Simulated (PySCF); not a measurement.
C₃H₁₁FOSi₂.
Structure used (PBE0-D3(BJ)/def2-SVP), in Å, numbered top down from 1:
```
atom  x, y, z in Å
C1    -0.4754    1.7551   -1.4187
Si2   -0.2865    0.2319   -0.3596
C3    -0.9335   -1.3131   -1.1847
C4    -1.1499    0.4406    1.3207
F5    -0.7843   -0.6527    2.1029
O6     1.3305    0.0361    0.0008
Si7    2.2869   -0.7334    1.1184
H8    -0.0569    2.6408   -0.9167
H9     0.0599    1.6243   -2.3724
H10   -1.5332    1.9556   -1.6513
H11   -1.9742   -1.1834   -1.5219
H12   -0.3200   -1.5805   -2.0589
H13   -0.9070   -2.1553   -0.4757
H14   -0.8276    1.3631    1.8363
H15   -2.2517    0.4698    1.2511
H16    1.8749   -2.1593    1.2890
H17    2.2282   -0.0403    2.4396
H18    3.6914   -0.6913    0.6170
```

Level: PBE0/pcSseg-1 and CAM-B3LYP/def2-SVPD in PySCF, non-relativistic, on one gas-phase PBE0-D3(BJ)/def2-SVP geometry that isn't relaxed in the solvent. The solvent is an IEF-PCM continuum (Bondi radii, 1.10 Å for H, scaled by 1.2). Only the electrostatic response of the medium enters.

Gas phase at PBE0/pcSseg-1: HOMO -8.00 eV, LUMO 0.47 eV, dipole 2.24 D.

What does the continuum do to the energy, the frontier levels and the dipole at PBE0/pcSseg-1 in benzene?

| solvent | ε | E(solvent) − E(gas) (kcal/mol) | polarisation term (kcal/mol) | distortion of the solute (kcal/mol) | HOMO (eV) | LUMO (eV) | dipole (D) |
| --- | --- | --- | --- | --- | --- | --- | --- |
| benzene | 2.271 | -1.64 | -1.73 | 0.09 | -7.94 | 0.49 | 2.49 |

Polarisation term: ½ Σ q·V over the induced surface charges. Distortion: the rise of the solute's own energy as its density leaves the gas-phase optimum.

Which radius a makes the point-dipole formula ΔE = −[(ε − 1)/(2ε + 1)]·μ²/a³ give the value in benzene, with the gas-phase dipole?

μ = 0.882 au and |ΔE| = 0.00262 Eh give a = 2.16 Å; the farthest nucleus lies 3.81 Å from the centroid of the nuclei, so such a sphere wouldn't even hold the nuclei. The formula assumes a rigid point dipole at the centre of a sphere.

Give the dipole vector in the frame of the coordinates (D, pointing from negative to positive charge), gas and benzene.

Gas (-1.45, 1.19, -1.23), solvent (-1.63, 1.33, -1.34). Its length changes by +11 % and its direction by less than 1°.

Which IAO charges (PBE0/pcSseg-1) respond most in benzene (means over atoms taken as equivalent)?

```
  atoms         environment  gas (e)  solvent (e)  change
     F5      alkyl fluorine   -0.324       -0.332  -0.008
H14/H15  methylene hydrogen   +0.143       +0.148  +0.005
     O6     siloxane oxygen   -0.868       -0.871  -0.003
     C4      sp3 C–F carbon   -0.270       -0.272  -0.002
  C1/C3    Si-methyl carbon   -0.741       -0.743  -0.002
H8 (×6)     methyl hydrogen   +0.158       +0.159  +0.001
```

Which Mayer bond orders change most in benzene?

| bond | length (Å) | gas | solvent | change |
| --- | --- | --- | --- | --- |
| C4–F5 | 1.393 | 0.827 | 0.817 | -0.010 |
| Si2–O6 | 1.668 | 0.899 | 0.890 | -0.009 |
| C1–Si2 | 1.865 | 0.954 | 0.959 | +0.005 |
| O6–Si7 | 1.660 | 0.915 | 0.919 | +0.004 |
| Si2–C3 | 1.867 | 0.975 | 0.978 | +0.003 |
| C1–H9 | 1.101 | 0.952 | 0.950 | -0.002 |
| C1–H8 | 1.101 | 0.952 | 0.951 | -0.001 |
| C1–H10 | 1.101 | 0.947 | 0.946 | -0.001 |

Gas phase at CAM-B3LYP/def2-SVPD: HOMO -9.46 eV, LUMO 0.92 eV, dipole 2.29 D.

What does the continuum do to the energy, the frontier levels and the dipole at CAM-B3LYP/def2-SVPD in benzene?

```
solvent      ε  E(solvent) − E(gas) (kcal/mol)  polarisation term (kcal/mol)  distortion of the solute (kcal/mol)  HOMO (eV)  LUMO (eV)  dipole (D)
benzene  2.271                           -1.59                         -1.69                                 0.10      -9.39       1.02        2.57
```

How does the static polarisability (CAM-B3LYP/def2-SVPD, frozen core, with the continuum's full static response) change?

| medium | isotropic (au) | principal values (au) | ⟨r²⟩ of the electrons (bohr²) |
| --- | --- | --- | --- |
| gas | 90.9 | 87.0, 89.0, 96.8 | 1290.6 |
| benzene | 102.4 | 98.6, 101.0, 107.5 | 1290.4 |

The isotropic value in benzene is 1.13 times the gas-phase one; no cavity-field correction is applied. ⟨r²⟩ is taken about the centre of nuclear charge.
